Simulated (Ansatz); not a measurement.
Computed with Ansatz on PBE0-D4/def2-TZVP structures; ΔE is electronic, products minus reactants. CBS: MP2 limit from def2 TZ/QZ plus the TZ coupled-cluster correction, frozen cores. This one scheme is used for every species. DFT in def2-TZVPP. B3LYP here is the variant with VWN-RPA as its local correlation; programs differ in this. Each species was taken in one conformer, which may not be the lowest.

`O[SiH](O)C[SiH](O)F` + H₂S → `O[SiH](F)CS` + `O[SiH2]O`  (substitution at a C–Si bond)

```json
{"level": "r2SCAN-D4", "ΔE (kcal/mol)": "24.7", "difference from CCSD(T)/CBS": "1.0"}
{"level": "PBE0-D4", "ΔE (kcal/mol)": "24.0", "difference from CCSD(T)/CBS": "0.3"}
{"level": "B3LYP-D4", "ΔE (kcal/mol)": "23.5", "difference from CCSD(T)/CBS": "-0.2"}
{"level": "ωB97M-V", "ΔE (kcal/mol)": "24.7", "difference from CCSD(T)/CBS": "1.0"}
{"level": "PBE", "ΔE (kcal/mol)": "21.9", "difference from CCSD(T)/CBS": "-1.8"}
{"level": "r2SCAN", "ΔE (kcal/mol)": "24.3", "difference from CCSD(T)/CBS": "0.6"}
{"level": "B3LYP", "ΔE (kcal/mol)": "21.4", "difference from CCSD(T)/CBS": "-2.3"}
{"level": "HF/def2-TZVPP", "ΔE (kcal/mol)": "20.5", "difference from CCSD(T)/CBS": "-3.2"}
{"level": "MP2/def2-TZVPP", "ΔE (kcal/mol)": "24.1", "difference from CCSD(T)/CBS": "0.4"}
{"level": "SCS-MP2/def2-TZVPP", "ΔE (kcal/mol)": "22.5", "difference from CCSD(T)/CBS": "-1.2"}
{"level": "CCSD(T)/def2-TZVPP", "ΔE (kcal/mol)": "24.1", "difference from CCSD(T)/CBS": "0.4"}
{"level": "HF/def2-QZVPP", "ΔE (kcal/mol)": "20.3", "difference from CCSD(T)/CBS": "-3.4"}
{"level": "MP2/def2-QZVPP", "ΔE (kcal/mol)": "23.7", "difference from CCSD(T)/CBS": "0.0"}
{"level": "SCS-MP2/def2-QZVPP", "ΔE (kcal/mol)": "22.2", "difference from CCSD(T)/CBS": "-1.5"}
{"level": "MP2/CBS(def2)", "ΔE (kcal/mol)": "23.6", "difference from CCSD(T)/CBS": "-0.1"}
{"level": "CCSD/CBS(def2)", "ΔE (kcal/mol)": "23.4", "difference from CCSD(T)/CBS": "-0.3"}
{"level": "CCSD(T)/CBS", "ΔE (kcal/mol)": "23.7", "difference from CCSD(T)/CBS": "0"}
```

Largest T1 diagnostic among the species: 0.012.

From PBE to PBE0 (25 % exact exchange), in def2-TZVPP and without D4, ΔE moves by +0.9 kcal/mol. In def2-TZVPP, CCSD(T) changes the Hartree–Fock value by +3.6 kcal/mol (the triples alone add +0.3 kcal/mol) and MP2 by +3.5 kcal/mol. The D4 term adds +2.2 kcal/mol with B3LYP and +1.3 kcal/mol with PBE0; it sums over pairs of atoms, weighted by their polarisabilities, and B3LYP, whose exchange is more repulsive, gets the larger term.
